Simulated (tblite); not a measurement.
C4H15NOSi3.
Bonds: C1–C2 (double), C2–C3, C2–Si4, Si4–N5, N5–Si6, N5–Si7, Si7–O8, O8–C9. Hydrogens: H10, H11 on C1; H12, H13, H14 on C3; H15, H16 on Si4; H17, H18, H19 on Si6; H20, H21 on Si7; H22, H23, H24 on C9.

Computed with GFN2-xTB (tblite), gas phase: L-BFGS steps from a force-field or distance-geometry start until the largest atomic force falls under 0.01 eV/Å.

Step 179: E = -774.9060 eV
```
atom  x, y, z in Å  |  force x, y, z in eV/Å
C1     -3.0892   -0.2748    1.0737   -0.020  -0.001   0.011
C2     -2.3725   -0.2563   -0.0398    0.016  -0.030  -0.018
C3     -2.8493   -0.9549   -1.2767    0.008   0.012  -0.004
Si4    -0.7254    0.6573   -0.1433   -0.007   0.015  -0.034
N5      0.6032   -0.4633    0.0385    0.002   0.016   0.017
Si6     0.4863   -2.1910    0.1838    0.056   0.004   0.032
Si7     2.1901    0.1933   -0.1586    0.012  -0.016  -0.032
O8      2.1046    1.6490    0.5401   -0.014   0.004  -0.032
C9      3.1637    2.5531    0.6035    0.002  -0.006  -0.015
H10    -2.7603    0.2312    1.9658   -0.007  -0.003   0.002
H11    -4.0337   -0.7955    1.1473   -0.014   0.003   0.002
H12    -2.1048   -1.6804   -1.6045   -0.010   0.022  -0.006
H13    -2.9864   -0.2341   -2.0831    0.013  -0.010   0.032
H14    -3.7939   -1.4705   -1.1058    0.010   0.001   0.001
H15    -0.6305    1.2618   -1.4836    0.014   0.025  -0.007
H16    -0.6754    1.6890    0.8948   -0.003  -0.037   0.025
H17     0.8880   -2.7956   -1.0918   -0.022  -0.009  -0.021
H18    -0.8880   -2.5311    0.5302    0.002  -0.001   0.020
H19     1.4147   -2.6386    1.2261   -0.043   0.005  -0.022
H20     3.1850   -0.6485    0.5056   -0.002  -0.007   0.011
H21     2.5311    0.3287   -1.5831    0.006  -0.015   0.022
H22     4.0168    2.1110    1.1225    0.021   0.018   0.009
H23     2.8297    3.4379    1.1453   -0.020  -0.003   0.002
H24     3.4844    2.8422   -0.3999    0.001   0.011   0.004
```

Step 180: E = -774.9068 eV
```
atom  x, y, z in Å  |  force x, y, z in eV/Å
C1     -3.0874   -0.2813    1.0751    0.000   0.010   0.008
C2     -2.3694   -0.2588   -0.0385   -0.018  -0.006   0.001
C3     -2.8476   -0.9525   -1.2777    0.000   0.005   0.003
Si4    -0.7262    0.6625   -0.1442   -0.018  -0.016  -0.024
N5      0.5998   -0.4621    0.0313    0.022   0.008   0.025
Si6     0.4853   -2.1898    0.1845    0.004  -0.004  -0.016
Si7     2.1894    0.1897   -0.1593    0.027   0.006  -0.012
O8      2.1056    1.6485    0.5349   -0.003  -0.003  -0.038
C9      3.1647    2.5534    0.5999   -0.013  -0.006   0.003
H10    -2.7620    0.2242    1.9696    0.000  -0.013  -0.023
H11    -4.0310   -0.8045    1.1491    0.001   0.005  -0.014
H12    -2.1014   -1.6719   -1.6150   -0.008   0.016   0.004
H13    -2.9914   -0.2277   -2.0793    0.003  -0.008   0.038
H14    -3.7888   -1.4736   -1.1033    0.019   0.004  -0.016
H15    -0.6316    1.2755   -1.4806    0.011   0.018  -0.005
H16    -0.6777    1.6879    0.8992    0.000  -0.024   0.034
H17     0.8952   -2.7982   -1.0906   -0.036   0.013   0.035
H18    -0.8919   -2.5300    0.5269    0.037   0.005   0.003
H19     1.4033   -2.6313    1.2368   -0.021  -0.004  -0.015
H20     3.1822   -0.6508    0.5108   -0.011  -0.004   0.012
H21     2.5370    0.3179   -1.5819    0.009  -0.010   0.004
H22     4.0171    2.1135    1.1228    0.003   0.019   0.002
H23     2.8267    3.4390    1.1399   -0.004  -0.024  -0.019
H24     3.4884    2.8403   -0.4032   -0.003   0.015   0.009
```

**Question.** Estimate the geometry and energy of step 181. (The exact step hangs on the optimiser's Hessian estimate; all steps are aligned on step 180, rigid shifts and turns removed.)

**Answer.** E = -774.9073 eV, largest force 0.052 eV/Å
```
atom  x, y, z in Å  |  force x, y, z in eV/Å
C1     -3.0890   -0.2850    1.0754   -0.007   0.006   0.031
C2     -2.3692   -0.2598   -0.0366   -0.016  -0.005  -0.021
C3     -2.8469   -0.9488   -1.2788   -0.012   0.007   0.000
Si4    -0.7267    0.6628   -0.1405   -0.018  -0.021  -0.014
N5      0.5988   -0.4630    0.0298    0.024   0.008   0.032
Si6     0.4869   -2.1910    0.1844   -0.012   0.009  -0.026
Si7     2.1890    0.1881   -0.1568    0.028   0.015  -0.005
O8      2.1049    1.6507    0.5301   -0.001  -0.007  -0.037
C9      3.1652    2.5544    0.5940   -0.018  -0.001   0.001
H10    -2.7649    0.2166    1.9727    0.000  -0.013  -0.030
H11    -4.0329   -0.8083    1.1463    0.004   0.007  -0.015
H12    -2.1021   -1.6690   -1.6176   -0.010   0.019   0.006
H13    -2.9879   -0.2205   -2.0783    0.004  -0.019   0.045
H14    -3.7901   -1.4679   -1.1070    0.031   0.009  -0.021
H15    -0.6349    1.2825   -1.4738    0.014   0.016  -0.004
H16    -0.6782    1.6824    0.9085    0.001  -0.022   0.033
H17     0.9053   -2.7978   -1.0887   -0.036   0.010   0.036
H18    -0.8916   -2.5330    0.5200    0.035   0.004   0.000
H19     1.3979   -2.6294    1.2428   -0.009  -0.010  -0.006
H20     3.1806   -0.6490    0.5194   -0.011  -0.004   0.013
H21     2.5391    0.3091   -1.5785    0.015  -0.007  -0.011
H22     4.0166    2.1149    1.1189    0.003   0.017   0.001
H23     2.8283    3.4422    1.1314   -0.006  -0.032  -0.022
H24     3.4900    2.8385   -0.4098   -0.003   0.012   0.013
```

The energy changes by -0.0004 eV. The first-order estimate −F·Δx gives -0.0005 eV and the mean of the old and new forces, exact on a quadratic surface, -0.0004 eV. The step makes an angle of 83° with the force vector and moves no atom by more than 0.011 Å.

The cost below is that of the whole relaxation. Hardware: one thread, Intel Xeon Platinum 8259CL at 2.50 GHz (x86_64), shared host with 96 logical CPUs at a one-minute load of 38. Cost: 6.8 s of wall time.
